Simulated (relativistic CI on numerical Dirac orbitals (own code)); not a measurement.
Line list: Forbidden lines, Pd⁵⁺

Method of calculation: Dirac-Coulomb-Breit CI, separate exchange-only KLI orbitals for each configuration, a model potential for QED, valence Slater integrals scaled by 0.85, P86 correlation energy added to each configuration (own radial code, finite nucleus).

Configurations in the expansion (outside the closed core [Ar] 3d10): 4s²4p⁶4d⁵, 4s²4p⁶4d⁴5s, 4s²4p⁶4d⁴4f, 4s²4p⁶4d⁴5p, 4s²4p⁵4d⁶, 4s²4p⁶4d³4f², 4s²4p⁶4d³5s², 4s²4p⁶4d⁴6s, 4s²4p⁶4d⁴6p, 4s²4p⁶4d³5s5p, 4s4p⁶4d⁶, 4s²4p⁶4d⁴5f, 4p⁶4d⁷. Levels of other configurations are missing.

```
λ vac (Å)                 Lower                  Upper  Type   A (s⁻¹)  log gf
   2396.0   4s²4p⁶4d⁵ ⁶S5/2 [1]   4s²4p⁶4d⁵ ²D5/2 [15]    M1  1.18e+00   -8.22
   2839.1   4s²4p⁶4d⁵ ⁶S5/2 [1]   4s²4p⁶4d⁵ ⁴D3/2 [12]    M1  4.34e+00   -7.68
   2856.8   4s²4p⁶4d⁵ ⁶S5/2 [1]   4s²4p⁶4d⁵ ⁴D5/2 [11]    M1  6.07e+00   -7.35
   3374.4   4s²4p⁶4d⁵ ⁶S5/2 [1]    4s²4p⁶4d⁵ ⁴P3/2 [7]    M1  9.76e+00   -7.18
   3462.5   4s²4p⁶4d⁵ ⁶S5/2 [1]    4s²4p⁶4d⁵ ⁴P5/2 [6]    M1  1.28e+01   -6.86
   3703.3   4s²4p⁶4d⁵ ⁶S5/2 [1]    4s²4p⁶4d⁵ ⁴G5/2 [2]    M1  1.24e+00   -7.82
   4820.9   4s²4p⁶4d⁵ ⁴G5/2 [2]   4s²4p⁶4d⁵ ⁴F3/2 [21]    M1  7.85e-01   -7.96
   5135.4   4s²4p⁶4d⁵ ⁴G7/2 [3]   4s²4p⁶4d⁵ ²F7/2 [20]    M1  2.22e+00   -7.15
   5236.8   4s²4p⁶4d⁵ ⁴G9/2 [5]   4s²4p⁶4d⁵ ²F7/2 [20]    M1  5.54e+00   -6.74
   5523.3   4s²4p⁶4d⁵ ⁴G7/2 [3]   4s²4p⁶4d⁵ ⁴F5/2 [19]    M1  1.66e+00   -7.34
   5892.2   4s²4p⁶4d⁵ ⁴G7/2 [3]   4s²4p⁶4d⁵ ⁴F9/2 [18]    M1  4.89e-01   -7.59
   5967.2  4s²4p⁶4d⁵ ⁴G11/2 [4]   4s²4p⁶4d⁵ ⁴F9/2 [18]    M1  1.47e+00   -7.11
   6269.6   4s²4p⁶4d⁵ ⁴G5/2 [2]   4s²4p⁶4d⁵ ²D3/2 [16]    M1  2.06e+00   -7.31
   6278.2   4s²4p⁶4d⁵ ⁴G9/2 [5]   4s²4p⁶4d⁵ ²F7/2 [17]    M1  2.18e+00   -6.99
   6787.2   4s²4p⁶4d⁵ ⁴G5/2 [2]   4s²4p⁶4d⁵ ²D5/2 [15]    M1  1.13e+00   -7.33
   7133.8   4s²4p⁶4d⁵ ⁴D7/2 [9]   4s²4p⁶4d⁵ ²F7/2 [20]    M1  3.80e+00   -6.63
   7137.9   4s²4p⁶4d⁵ ⁴G7/2 [3]   4s²4p⁶4d⁵ ²D5/2 [15]    M1  3.23e+00   -6.83
   7508.9   4s²4p⁶4d⁵ ⁴P3/2 [7]   4s²4p⁶4d⁵ ²D3/2 [16]    M1  3.57e+00   -6.92
   7560.4  4s²4p⁶4d⁵ ⁴D1/2 [10]   4s²4p⁶4d⁵ ⁴F3/2 [21]    M1  1.39e+00   -7.32
   7779.0   4s²4p⁶4d⁵ ⁴P5/2 [6]   4s²4p⁶4d⁵ ²D5/2 [15]    M1  1.10e+01   -6.22
   7985.1  4s²4p⁶4d⁵ ⁴D3/2 [12]   4s²4p⁶4d⁵ ⁴F3/2 [21]    M1  2.54e+00   -7.01
   8166.0  4s²4p⁶4d⁵ ⁴G11/2 [4]  4s²4p⁶4d⁵ ²I11/2 [13]    M1  9.28e-01   -6.95
   8166.9   4s²4p⁶4d⁵ ⁴P1/2 [8]   4s²4p⁶4d⁵ ²D3/2 [16]    M1  9.02e-01   -7.44
   8263.6   4s²4p⁶4d⁵ ⁴P3/2 [7]   4s²4p⁶4d⁵ ²D5/2 [15]    M1  1.00e+00   -7.21
   8276.4   4s²4p⁶4d⁵ ⁴G9/2 [5]  4s²4p⁶4d⁵ ²I11/2 [13]    M1  2.79e-01   -7.46
   8683.0   4s²4p⁶4d⁵ ⁴D7/2 [9]   4s²4p⁶4d⁵ ⁴F9/2 [18]    M1  1.08e+00   -6.91
   9235.5  4s²4p⁶4d⁵ ⁴D5/2 [11]   4s²4p⁶4d⁵ ⁴F5/2 [19]    M1  1.14e+00   -7.06
  17897.0   4s²4p⁶4d⁵ ⁴P3/2 [7]   4s²4p⁶4d⁵ ⁴D3/2 [12]    M1  1.11e+00   -6.67
  18305.4  4s²4p⁶4d⁵ ²D5/2 [15]   4s²4p⁶4d⁵ ²F7/2 [20]    M1  1.07e+00   -6.37
  23253.8   4s²4p⁶4d⁵ ⁴P5/2 [6]    4s²4p⁶4d⁵ ⁴D7/2 [9]    M1  6.35e-01   -6.39
```

Terms are leading LS components. Brackets give the number of a level in order of energy, since labels repeat. The list gives strong lines, with weight on those to low levels, among the lowest 200 of 2858 levels, so that lines to higher ones, which can be the strongest, are missing. Levels whose partners in the same complex of configurations lie outside the list can be far off, and so can their lines. Rates are taken at the computed energies, electric ones in the length gauge.

At this charge configurations can still be misplaced by up to about 7 % of their energy.

LS names give the leading component of a level, which can be under half, so a name can repeat, a term be missing and a line seem to break the LS rules.
